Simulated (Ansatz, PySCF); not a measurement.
Stepwise substitution at one centre (B F-SiH3). Gas-phase values, no solvent. Strings in code marks are SMILES.

Quantity: vertical ionisation energy (energy after one electron is removed minus that of the parent at the parent's geometry), in eV.

Level 1: frozen-core CCSD(T)/cc-pVTZ // B3LYP-D3(BJ)/def2-TZVP (Ansatz, a quantum-chemistry and plane-wave program)
Level 2: frozen-core MP2/cc-pVTZ // B3LYP-D3(BJ)/def2-TZVP (Ansatz)
Level 3: minus the HOMO energy of B3LYP-D3(BJ)/def2-TZVP (PySCF)
Level 4: HF/cc-pVTZ // B3LYP-D3(BJ)/def2-TZVP (Ansatz)

| species | level 1 | level 2 | level 3 | level 4 |
|---|---|---|---|---|
| `[SiH3]B([SiH3])[SiH3]` | 9.97 | 10.05 | 7.81 | 9.25 |
| `FB([SiH3])[SiH3]` | 9.62 | 9.62 | 7.31 | 8.99 |
| `FB(F)[SiH3]` | 11.71 | 11.69 | 8.94 | 11.17 |
